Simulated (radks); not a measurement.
Values are calculated unless marked as measured or tabulated.
Problem. Ar7+, 11 electrons, occupied as [Ne] 3s1. Level of theory: non-relativistic Kohn-Sham, PBEsol, spin-polarised, spherical densities, point nucleus; open shells are filled with parallel spins first (a radial shooting solver on a logarithmic mesh with Libxc functionals). Some entries of the table are withheld. Estimate them.

orbital,occ.,eigenvalue (hartree),<r> (bohr),r(max) (bohr)
1s up,1,-119.3688,0.08625,0.05658
1s down,1,-119.3533,0.08626,0.05659
2s up,1,-15.87813,0.4129,0.3394
2s down,1,-15.85598,0.4125,0.3395
2p up,3,-13.53770,0.3724,0.2796
2p down,3,-13.51661,0.3718,0.2796
3s up,1,-4.97088,1.156,1.060
3s down,0,-4.80365,1.149,1.051
3p up,0,(1),1.188,1.080
4s up,0,-2.35871,2.300,2.277

Solution. 
(1) 3p up eigenvalue (hartree): -4.35302
